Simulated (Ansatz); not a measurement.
In9Sb9 (started as a model of: In9Sb9 wurtzite hole sphere), relaxed as a singlet with RKS PBE-D4/def2-SVP in Ansatz, starting from the GFN2-xTB geometry. Force threshold 0.03 eV/Å.

In the def2 sets In, Sb take a core potential; there is no spin–orbit coupling. Single mean-field runs in def2-SVP are fitted with def2-universal-jkfit. The restricted singlet is unstable towards broken spin symmetry in Hartree–Fock (as tested in another run); at PBE-D4/def2-SVP this wasn't settled. Another isomer (singlet) lies 3.07 eV lower at PBE0-D4/def2-SVP; other spin states weren't run for this one.

Start:

```xyz
18

In    2.320   -0.951    3.851
In    1.137   -1.786    0.238
In   -0.745   -0.666    3.065
In    0.176   -3.221   -3.270
In   -2.055   -2.120   -1.298
In    1.221    1.448    0.978
In    0.324    0.460   -2.048
In   -1.934    2.563   -0.256
In    0.382    4.316   -1.534
Sb    0.218   -1.292    5.654
Sb    3.431   -0.385    1.287
Sb   -1.129   -3.038    1.347
Sb    2.335   -1.583   -2.380
Sb   -2.450   -4.165   -3.215
Sb   -1.002    2.223    2.528
Sb    2.440    2.343   -1.485
Sb   -2.470    0.592   -2.389
Sb   -2.200    5.262   -1.072
```

Problem. Estimate the energy that the relaxation releases and the steps that it takes.

Solution. 0.80 eV, in 9 steps; 52 s on 2 threads of AMD EPYC 7R13 on a shared host and a share (18 GiB) of an NVIDIA H100 80GB HBM3. No frequencies were taken in this run, so the end may be a saddle point.

Problem. Does the start keep its bonding and symmetry?

Solution. By distances, no bond broke or formed. The bond that changes most is In8–Sb15, from 2.96 to 2.84 Å (atoms count from 1). Point group C3v at the start, C3 at the end, both within 0.05 Å.

Problem. Predict the relaxed structure.

Solution. 
Cartesian coordinates in Å:
```
In 2.169 -0.478 3.938
In 1.391 -2.030 0.279
In -0.909 -0.811 2.880
In 0.172 -3.519 -2.835
In -2.173 -1.850 -1.279
In 1.472 1.683 1.069
In 0.436 0.498 -2.388
In -1.967 2.429 -0.010
In 0.126 4.111 -1.880
Sb 0.161 -1.455 5.443
Sb 3.450 -0.426 1.466
Sb -1.121 -3.028 1.116
Sb 2.262 -1.711 -2.489
Sb -2.462 -3.905 -3.233
Sb -0.888 2.043 2.589
Sb 2.373 2.505 -1.526
Sb -2.378 0.784 -2.324
Sb -2.115 5.159 -0.818
```
Bond lengths (bridged metal pairs left out): 24 × In–Sb 2.69 to 2.92 Å.
